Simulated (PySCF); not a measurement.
H2F2Si, SMILES `F[SiH2]F`, neutral singlet in the gas phase. 

Cartesian coordinates (Å):
SMILES: F[SiH2]F
```xyz
5

F     -0.9872     1.1950    -0.1637
Si    -0.0160    -0.0546     0.0045
F      1.4808     0.4858     0.0242
H     -0.1795    -0.9326    -1.1627
H     -0.2981    -0.6936     1.2976
```
Charge 0, multiplicity 1.

All levels are single points at this geometry (B3LYP-D3(BJ)/def2-TZVP); Pople sets use spherical d functions. Orbital energies aren't observables, and empty levels follow the basis.

B3LYP-D3(BJ)/def2-TZVP in PySCF gives gap (eV) = 9.75.

### Question
Estimate the gap (eV) from each of these levels: PBE-D3(BJ)/def2-TZVP in PySCF; B3LYP/3-21G in PySCF; B3LYP/6-31G* in PySCF; M06-2X/6-31G* in PySCF; PBE/6-31G* in PySCF; SVWN5/6-31G* in PySCF; HF/3-21G in PySCF; HF/STO-3G in PySCF.

### Answer

```csv
level,gap (eV)
PBE-D3(BJ)/def2-TZVP in PySCF,7.80
B3LYP/3-21G in PySCF,10.47
B3LYP/6-31G* in PySCF,10.13
M06-2X/6-31G* in PySCF,12.84
PBE/6-31G* in PySCF,8.13
SVWN5/6-31G* in PySCF,7.93
HF/3-21G in PySCF,18.39
HF/STO-3G in PySCF,23.43
```
